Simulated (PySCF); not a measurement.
## Two-component Hartree-Fock for Os⁶³⁺ (osmium, charge +63)

Start: [Ne] 3s2 3p1; 3p1/2 filled at m_j = +1/2. Calculated with PySCF 2.14 in an even-tempered Gaussian basis (17 s from 21 bohr⁻², ratio 2.4; 14 p from 27 bohr⁻², ratio 2.4; 4 d from 88 bohr⁻², ratio 2.6; 4 f from 130 bohr⁻², ratio 2.6): generalised Hartree-Fock with the X2C-1e Hamiltonian and a Gaussian nucleus; one run each with spin-orbit coupling (SO) switched off, then screened by Boettger's factors.

```
spinor shell  electrons  ε, spin-free (eV)  ε, screened SO (eV)  weight of nominal j (screened SO)  rms radius, screened SO (bohr)
       1s1/2          2           -79637.5             -79607.9                              1.000                          0.0200
       2s1/2          2           -18154.2             -18143.1                              1.000                          0.0797
       2p1/2          2           -16497.1             -17626.4                              1.000                          0.0675
       3s1/2          2            -7352.0              -7348.1                              1.000                           0.191
       3p1/2          1            -6895.1              -7193.7                              1.000                           0.180
```

Where does 2p3/2 lie, and what is the 2p spin-orbit splitting (screened SO)?

At -16039.2 eV, 1587.3 eV above 2p1/2.

```
   quantity     spin-free   screened SO
E (hartree)  -12534.71649  -12563.63918
        M_J           1/2           1/2
       ⟨J²⟩         1.098         0.750
       ⟨L²⟩         2.001         2.031
       ⟨S²⟩         0.750         0.780
```

Each row is a mean over spinors that exchange with the open shell spreads, by up to 22.440 eV (2p1/2).

Breit and QED terms are absent; they matter most for the inner s and p1/2 levels.

Densities and radii are taken from the X2C orbitals without a picture-change correction, which distorts them close to the nucleus.

Without spin-orbit coupling the j labels of p, d and f shells carry no meaning; the spin-free column gives the mean over the occupied spinors of each nl shell, and its ⟨J²⟩ belongs to a mixture of degenerate components.
